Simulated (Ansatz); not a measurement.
## Ansatz (development build ahead of 0.2.0) run

```yaml
crystal:
  periodic: [false, false, false]
  atoms:
    - { symbol: Eu, position_ang: [0.0, 0.0, 1.58771] }
    - { symbol: Eu, position_ang: [0.0, 0.0, -1.58771] }
    - { symbol: O, position_ang: [0.0, 1.44972, 0.0] }
    - { symbol: O, position_ang: [0.0, -1.44972, 0.0] }
basis:
  gaussian: { orbitals: def2-TZVPP }
magnetization:
  spin_polarized: true
  initial_magnetization: 14
hamiltonian:
  xc: pbe0
```

The input is written out in the form of the current development build from the run's settings. The basis set brings a core potential for Eu, so the total leaves out those core electrons.

The run gave:

| Quantity | Value |
| --- | --- |
| Converged | yes |
| Total energy | -1571.23886 hartree |
| Spin squared of the determinant | 56.030 |
| Stability test | minimum |

Caution: other spin multiplicities were not run.
